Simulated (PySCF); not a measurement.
A structure optimised at PBE-D3(BJ)/def2-SVP, used in a PySCF frequency run:

```
C
H 1 1.1075
H 1 1.1085 2 109.18
C 1 1.4856 2 113.64 3 127.48
C 4 1.3497 1 125.97 2 -141.09
H 5 1.1003 4 121.33 1 -179.47
H 5 1.1033 6 117.14 4 179.56
H 4 1.1063 5 118.15 6 -0.40
In 1 2.2004 2 104.06 3 -111.33
O 9 2.0262 1 123.22 2 32.24
H 10 0.9778 9 107.89 1 178.47
O 9 2.0338 10 109.59 11 -0.95
H 12 0.9771 9 109.37 10 -179.28
```

Task: Write its SMILES and formula.

Result: C=C[CH2][In]([OH])[OH], C₃H₇InO₂

Task: What are its rotational constants (standard atomic weights)?

Result: 4.2732, 1.1908, 0.96479 GHz
